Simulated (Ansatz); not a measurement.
`C[O][Mo](=[O])([F])=[S]` and `[O]=[Mo]([OH])([F])=[S]` differ in one atom or group.

Ansatz, PBE0-D4/def2-TZVP geometries, multiplicity 1. Each molecule was computed in one conformer, which needn't be the lowest.

Elements past krypton have def2 core potentials.

| property | `C[O][Mo](=[O])([F])=[S]` |
| --- | --- |
| size of the dipole moment (B3LYP/def2-TZVPP) / D | 3.59 |
| LUMO energy (ωB97M-V/def2-TZVPP) / eV | -0.97 |
| HOMO–LUMO gap (ωB97M-V/def2-TZVPP) / eV | 9.09 |
| HOMO energy (PBE0/def2-TZVPP) / eV | -7.95 |
| size of the dipole moment (PBE/def2-TZVPP) / D | 3.53 |
| HOMO–LUMO gap (PBE/def2-TZVPP) / eV | 3.04 |

What does the change do to each property? (Best estimate.)

The calculation gave: 
```json
{"property": "size of the dipole moment (B3LYP/def2-TZVPP) / D", "`[O]=[Mo]([OH])([F])=[S]`": "2.51", "shift": "-1.08"}
{"property": "LUMO energy (ωB97M-V/def2-TZVPP) / eV", "`[O]=[Mo]([OH])([F])=[S]`": "-0.96", "shift": "0.01"}
{"property": "HOMO–LUMO gap (ωB97M-V/def2-TZVPP) / eV", "`[O]=[Mo]([OH])([F])=[S]`": "9.16", "shift": "0.07"}
{"property": "HOMO energy (PBE0/def2-TZVPP) / eV", "`[O]=[Mo]([OH])([F])=[S]`": "-8.02", "shift": "-0.07"}
{"property": "size of the dipole moment (PBE/def2-TZVPP) / D", "`[O]=[Mo]([OH])([F])=[S]`": "2.61", "shift": "-0.92"}
{"property": "HOMO–LUMO gap (PBE/def2-TZVPP) / eV", "`[O]=[Mo]([OH])([F])=[S]`": "3.06", "shift": "0.02"}
```

The zero-point energy changes by -75.1 kJ/mol with -9 modes. Dipoles are sizes alone; their direction can turn.

B3LYP here is the variant with VWN-RPA as its local correlation; programs differ in this.
